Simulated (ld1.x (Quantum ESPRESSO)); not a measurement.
## Zn (Z = 30), PAW: configuration errors across variants

ld1.x (Quantum ESPRESSO) 7.5 input, shortened:

```
&input
   title='Zn', zed=30., rel=1, dft='PBESOL', iswitch=3,
   config='[Ar] 3d10 4s1.5 4p0.5'
 /
 &inputp
   pseudotype=3, lpaw=.true., tm=.true., lloc=-1, rcloc=1.05,
   nlcc=.true., rcore=1.05,
   which_augfun='BESSEL', rmatch_augfun=1.30
 /
6
4S  1  0   1.50   0.00  2.00  2.10  0.0
4S  1  0   0.00   0.05  2.00  2.10  0.0
4P  2  1   0.50   0.00  2.85  3.60  0.0
4P  2  1   0.00   4.65  2.85  3.60  0.0
3D  3  2  10.00   0.00  1.20  1.35  0.0
3D  3  2   0.00   1.60  1.20  1.35  0.0
 &test
   configts(1)='3d10 4s1.5 4p0.5'
 /
```

All-electron excitation energies from the reference (eV): (1) 3d10 4s2 4p0 -2.513; (2) 3d10 4s1 4p0 7.387; (3) 3d10 4s0 4p0 25.735; (4) 3d9 4s2 4p0 15.421; (5) 3d10 4s0 4p2 8.091; (6) 3d10 4s1 4p1 2.613; (7) 3d10 4s1.5 4p0 1.437.

A true bound ghost makes a file unfit for plane-wave use even where its test errors are small: the radial tests pick states by their node count and pass the ghost by.

Errors AE − PS in meV (a dash: test not solved or not reliable):

```csv
change,(1),(2),(3),(4),(5),(6),(7),bound ghosts
base,-0.1,+0.1,+0.8,-132,-3.1,-0.6,+0.1,s
"waves 3d (bound): rcut 0.84, rcutus 0.90 bohr; 3d channel at 1.6 Ry: rcut 0.84, rcutus 0.90 bohr",-0.1,+54,+394,-44,-3.2,-0.7,+10,s
"waves 3d (bound): rcut 0.98, rcutus 1.04 bohr; 3d channel at 1.6 Ry: rcut 0.98, rcutus 1.04 bohr",-0.1,+6.1,+41,-110,-3.2,-0.6,+1.3,s
"waves 3d (bound): rcut 1.10, rcutus 1.16 bohr; 3d channel at 1.6 Ry: rcut 1.10, rcutus 1.16 bohr",-0.1,+2.0,+14,-119,-3.2,-0.6,+0.5,s
"waves 3d (bound): rcut 1.20, rcutus 1.30 bohr; 3d channel at 1.6 Ry: rcut 1.20, rcutus 1.30 bohr",-0.1,+0.3,+2.2,-129,-3.1,-0.6,+0.1,s
"waves 3d (bound): rcut 1.20, rcutus 1.42 bohr; 3d channel at 1.6 Ry: rcut 1.20, rcutus 1.42 bohr",-0.1,-0.3,-1.6,-138,-2.9,-0.6,+0.1,s
"waves 3d (bound): rcut 1.20, rcutus 1.52 bohr; 3d channel at 1.6 Ry: rcut 1.20, rcutus 1.52 bohr",-0.1,-0.7,-4.6,-150,-2.8,-0.6,0.0,s
"waves 3d (bound): rcut 1.20, rcutus 1.66 bohr; 3d channel at 1.6 Ry: rcut 1.20, rcutus 1.66 bohr",-0.2,-1.8,-14,-150,-3.6,-0.7,-0.1,s
"waves 3d (bound): rcut 1.20, rcutus 1.94 bohr; 3d channel at 1.6 Ry: rcut 1.20, rcutus 1.94 bohr",-0.2,-2.4,-17,-171,-3.5,-0.7,-0.1,s
"waves 3d (bound): rcut 1.20, rcutus 2.06 bohr; 3d channel at 1.6 Ry: rcut 1.20, rcutus 2.06 bohr",-0.3,-2.6,-19,-181,-3.6,-0.7,-0.2,s
```

Problem. Give the same row for: waves 3d (bound): rcut 1.20, rcutus 1.80 bohr; 3d channel at 1.6 Ry: rcut 1.20, rcutus 1.80 bohr.

Solution. -0.2, -2.0, -16, -160, -3.4, -0.7, -0.1; bound ghosts: s.
